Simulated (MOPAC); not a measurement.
MOPAC input (AM1):

```
AM1 1SCF GEO-OK AUX(PRECISION=9) THREADS=1
H4B2

B     0.00046200 1    0.01056600 1    0.81325000 1
B    -0.00046200 1   -0.01056600 1   -0.81325000 1
H     1.01413400 1    0.01099500 1    1.44912900 1
H    -1.01248500 1    0.02667200 1    1.45007800 1
H     0.00700800 1    0.99439000 1   -1.46277200 1
H    -0.00865600 1   -1.03205800 1   -1.43643500 1
```

Output:

```
 *******************************************************************************
 **                                                                           **
 **                              MOPAC v23.2.5                                **
 **                                                                           **
 *******************************************************************************
 ** MOPAC's Digital Object Identifier: https://doi.org/10.5281/zenodo.6511958 **
 **                                                                           **
 ** Please cite the open-source release paper for use of this MOPAC version:  **
 ** J. E. Moussa and J. J. P. Stewart (2026)                                  **
 ** MOPAC: An open-source semiempirical molecular orbital program             **
 ** J. Open Source Softw., 11(119), 8025, https://doi.org/10.21105/joss.08025 **
 *******************************************************************************

                              AM1 CALCULATION RESULTS

 *******************************************************************************
 *  AM1        - The AM1 Hamiltonian to be used
 *  GEO-OK     - OVERRIDE INTERATOMIC DISTANCE AND OTHER SAFETY CHECKS
 *  1SCF       - DO 1 SCF AND THEN STOP
 *  AUX        - OUTPUT AUXILIARY INFORMATION
 *******************************************************************************
AM1 1SCF GEO-OK AUX(PRECISION=9) THREADS=1
 H4B2

   ATOM   CHEMICAL          X               Y               Z
  NUMBER   SYMBOL      (ANGSTROMS)     (ANGSTROMS)     (ANGSTROMS)

     1       B          0.00046200  *   0.01056600  *   0.81325000  *
     2       B         -0.00046200  *  -0.01056600  *  -0.81325000  *
     3       H          1.01413400  *   0.01099500  *   1.44912900  *
     4       H         -1.01248500  *   0.02667200  *   1.45007800  *
     5       H          0.00700800  *   0.99439000  *  -1.46277200  *
     6       H         -0.00865600  *  -1.03205800  *  -1.43643500  *

          CARTESIAN COORDINATES

    NO.       ATOM           X           Y           Z

     1         B          0.0005      0.0106      0.8133
     2         B         -0.0005     -0.0106     -0.8133
     3         H          1.0141      0.0110      1.4491
     4         H         -1.0125      0.0267      1.4501
     5         H          0.0070      0.9944     -1.4628
     6         H         -0.0087     -1.0321     -1.4364

  H: (AM1): M.J.S. DEWAR ET AL, J. AM. CHEM. SOC. 107 3902-3909 (1985)
  B: (AM1): M.J.S. DEWAR ET AL, ORGANOMETALLICS, 7, 513-521 (1988)

           Empirical Formula: H4 B2  =     6 atoms

      MOLECULAR POINT GROUP   :   D2d

      RHF CALCULATION, NO. OF DOUBLY OCCUPIED LEVELS = 5

 -------------------------------------------------------------------------------
 AM1 1SCF GEO-OK AUX(PRECISION=9) THREADS=1
 H4B2

     1SCF WAS SPECIFIED, SO BFGS WAS NOT USED
     SCF FIELD WAS ACHIEVED

                              AM1 CALCULATION
                                                       MOPAC v23.2.5 Linux

          FINAL HEAT OF FORMATION =         44.32039 KCAL/MOL =     185.43651 KJ/MOL

          COSMO AREA              =         79.12 SQUARE ANGSTROMS
          COSMO VOLUME            =         60.83 CUBIC ANGSTROMS

          IONIZATION POTENTIAL    =         10.694876 EV
          HOMO LUMO ENERGIES (EV) =        -10.695  1.374
          NO. OF FILLED LEVELS    =          5
          MOLECULAR WEIGHT        =         25.6516         POINT GROUP:  D2d

          MOLECULAR DIMENSIONS (Angstroms)

            Atom       Atom       Distance
            H     5    H     4     3.23428
            H     6    H     3     2.56944
            H     3    H     4     1.43308

          SCF CALCULATIONS        =          1

   ATOM   CHEMICAL          X               Y               Z
  NUMBER   SYMBOL      (ANGSTROMS)     (ANGSTROMS)     (ANGSTROMS)

     1       B          0.00046200  *   0.01056600  *   0.81325000  *
     2       B         -0.00046200  *  -0.01056600  *  -0.81325000  *
     3       H          1.01413400  *   0.01099500  *   1.44912900  *
     4       H         -1.01248500  *   0.02667200  *   1.45007800  *
     5       H          0.00700800  *   0.99439000  *  -1.46277200  *
     6       H         -0.00865600  *  -1.03205800  *  -1.43643500  *

                             CARTESIAN COORDINATES

   1    B        0.000462000     0.010566000     0.813250000
   2    B       -0.000462000    -0.010566000    -0.813250000
   3    H        1.014134000     0.010995000     1.449129000
   4    H       -1.012485000     0.026672000     1.450078000
   5    H        0.007008000     0.994390000    -1.462772000
   6    H       -0.008656000    -1.032058000    -1.436435000

           Empirical Formula: H4 B2  =     6 atoms

      MOLECULAR POINT GROUP   :   D2d

                  EIGENVALUES
 -23.94187 -18.36152 -11.85038 -11.85038 -10.69488   1.37392   1.37392   2.10143
   4.22511   5.72723   5.72723   6.20853

              NET ATOMIC CHARGES AND DIPOLE CONTRIBUTIONS

  ATOM NO.   TYPE          CHARGE      No. of ELECS.   s-Pop       p-Pop
    1          B           0.146308        2.8537     1.30488     1.54881
    2          B           0.146308        2.8537     1.30488     1.54881
    3          H          -0.073154        1.0732     1.07315
    4          H          -0.073154        1.0732     1.07315
    5          H          -0.073154        1.0732     1.07315
    6          H          -0.073154        1.0732     1.07315
 DIPOLE           X         Y         Z       TOTAL
 POINT-CHG.    -0.000     0.000     0.000     0.000
 HYBRID         0.000     0.000    -0.000     0.000
 SUM           -0.000     0.000     0.000     0.000

          ATOMIC ORBITAL ELECTRON POPULATIONS

     Atom    s        px        py        pz
    1  B   1.30488   0.74614   0.03906   0.76362
    2  B   1.30488   0.03893   0.74614   0.76374
    3  H   1.07315
    4  H   1.07315
    5  H   1.07315
    6  H   1.07315

 **********************
 *                    *
 * JOB ENDED NORMALLY *
 *                    *
 **********************

 == MOPAC DONE ==
```

The geometry given is a B3LYP-D3(BJ)/def2-TZVP minimum.
